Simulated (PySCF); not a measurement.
Geometries of 3 isomers of C2H7GeN, from PBE0-D3(BJ)/def2-SVP geometry optimisation, gas phase in PySCF 2.14.0. One conformer each, no zero-point energy, no frequencies.

Question: Which is lowest in electronic energy at this level?
A.
```xyz
11
angstrom
C     -1.711   -0.104   -0.285
Ge    -0.035   -0.191    0.713
C      1.505   -0.180   -0.518
N      2.419    0.700   -0.573
H     -1.735    0.805   -0.902
H     -2.569   -0.085    0.403
H     -1.813   -0.978   -0.944
H     -0.001   -1.463    1.587
H      0.134    1.051    1.617
H      1.579   -1.011   -1.247
H      2.266    1.429    0.135
```
B.
```xyz
11
angstrom
C     -1.483    0.140   -0.252
N     -0.719    1.346   -0.157
C      0.544    1.322   -0.223
Ge     1.743   -0.245   -0.453
H     -2.106    0.033    0.651
H     -0.886   -0.787   -0.378
H     -2.182    0.221   -1.100
H      1.059    2.295   -0.141
H      1.479   -0.976   -1.784
H      3.184    0.296   -0.456
H      1.589   -1.254    0.700
```
C.
```xyz
11
angstrom
C     -2.181    0.389   -0.494
C     -1.115    0.395    0.311
Ge     0.524   -0.550   -0.100
N      1.904    0.658    0.050
H     -3.101    0.930   -0.244
H     -2.187   -0.160   -1.443
H     -1.156    0.964    1.248
H      0.831   -1.659    0.927
H      0.348   -1.192   -1.502
H      2.832    0.252   -0.043
H      1.835    1.444   -0.591
```

Answer: C. That is `C=[CH][GeH2][NH2]`, 5.2 kcal/mol below the next.

```json
{"SMILES": "C=[CH][GeH2][NH2]", "atoms numbered as above": "[CH2:1]=[CH:2][GeH2:3][NH2:4]", "E (Eh)": "-2211.37492", "relative (kcal/mol)": "0.0", "relative (kJ/mol)": "0.0", "dipole (D)": "1.00"}
{"SMILES": "[H]/N=[CH]\\[GeH2][CH3]", "atoms numbered as above": "[H]/[N:4]=[CH:3]\\[GeH2:2][CH3:1]", "E (Eh)": "-2211.36670", "relative (kcal/mol)": "5.2", "relative (kJ/mol)": "21.6", "dipole (D)": "2.18"}
{"SMILES": "C/N=[CH]\\[GeH3]", "atoms numbered as above": "[CH3:1]/[N:2]=[CH:3]\\[GeH3:4]", "E (Eh)": "-2211.35349", "relative (kcal/mol)": "13.4", "relative (kJ/mol)": "56.3", "dipole (D)": "1.01"}
```

As drawn, the lowest has an N–H bond and a C=C bond outside aromatic rings, which the highest lacks; the highest has a C=N bond, which the lowest lacks.
